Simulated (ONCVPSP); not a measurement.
Configuration tests for K (ONCV)

potassium, optimised norm-conserving Vanderbilt (ONCV), made with ONCVPSP 4.0.1 (PBE, scalar-relativistic). Core [Ne], reference 3s2 3p6 4s1. Waves: 3s+4s: rc 2.05 bohr, ncon 3, nbas 7, qcut 5.8 1/bohr, 2 projectors; 3p: rc 1.95 bohr, ncon 4, nbas 8, qcut 7.3 1/bohr, 2 projectors, debl 4 Ha; d scattering state at 0.47 Ha: rc 1.90 bohr, ncon 4, nbas 8, qcut 4.9 1/bohr, 2 projectors, debl 2.5 Ha. Local part: polynomial inside 1.85 bohr (lpopt 5, dvloc0 3 Ha). Core correction: Teter function, fcfact 4.5, rcfact 1.15.

Energies are relative to the spin-unpolarised reference configuration 3s2 3p6 4s1; without spin polarisation the order of configurations can differ from experiment.

```json
{"valence configuration": "3s2 3p6 4s0", "charge": "+1", "ΔE all-electron (eV)": "4.314", "error AE − PS (meV)": "-0.3"}
{"valence configuration": "3s2 3p6 4s0.5", "charge": "+0.5", "ΔE all-electron (eV)": "1.641", "error AE − PS (meV)": "0.0"}
```

**Question.** What are ΔE and the potential's error for 3s2 3p5 4s1?

**Answer.** ΔE = 24.930 eV all-electron; the error (AE − PS) is +6.4 meV.

**Question.** What are ΔE and the potential's error for 3s2 3p6 4s0 4p1?

**Answer.** ΔE = 1.553 eV all-electron; the error (AE − PS) is -0.4 meV.

Levels in the configuration 3s2 3p5 4s1:

```json
{"level": "3s", "all-electron (eV)": "-48.449", "pseudo (eV)": "-48.506"}
{"level": "3p", "all-electron (eV)": "-31.411", "pseudo (eV)": "-31.388"}
{"level": "4s", "all-electron (eV)": "-8.601", "pseudo (eV)": "-8.603"}
```
